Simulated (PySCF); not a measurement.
C₅H₄ (SMILES C#CCC#C), singlet, geometry from GFN2-xTB. Base run: CCSD(T)/cc-pVDZ in PySCF.

The PySCF input:
```python
from pyscf import gto, scf, cc

mol = gto.M(
    atom='''
C    -2.12177017   -0.74063582    0.06048302
C    -1.19602178    0.01642064    0.05271653
C    -0.05529962    0.91626985    0.04172989
C     1.18509937    0.16455481   -0.04447433
C     2.19496141   -0.47208358   -0.11571418
H    -2.94155925   -1.39456719    0.06806760
H    -0.13240473    1.59160089   -0.81799083
H    -0.05510686    1.51531384    0.95948977
H     3.08725560   -1.01950293   -0.17801216
''',
    basis='cc-pvdz',
    verbose=4,
    max_memory=1800,
)

mf = scf.RHF(mol)
mf.kernel()

mycc = cc.CCSD(mf, frozen=5)
mycc.kernel()
et = mycc.ccsd_t()
print('E(CCSD(T)) = %.10f' % (mycc.e_tot + et))
```

The base run was repeated with changes; each row names its change, and settings that it needs were set with it.

```csv
change,ΔE vs base (kcal/mol),MP2 correlation (Eh),CC correlation without the perturbative part (Eh),basis functions,core-seconds (rough)
base,0.000,-0.63186,-0.66574,90,20
method = ccsd,(withheld),-0.63186,-0.66574,90,10
method = cisd,87.0,-,-,90,7
method = mp2,38.76,-0.63186,-,90,2
```

Question: What belongs in the gaps?

Answer: 
- method = ccsd, ΔE vs base (kcal/mol): 17.51
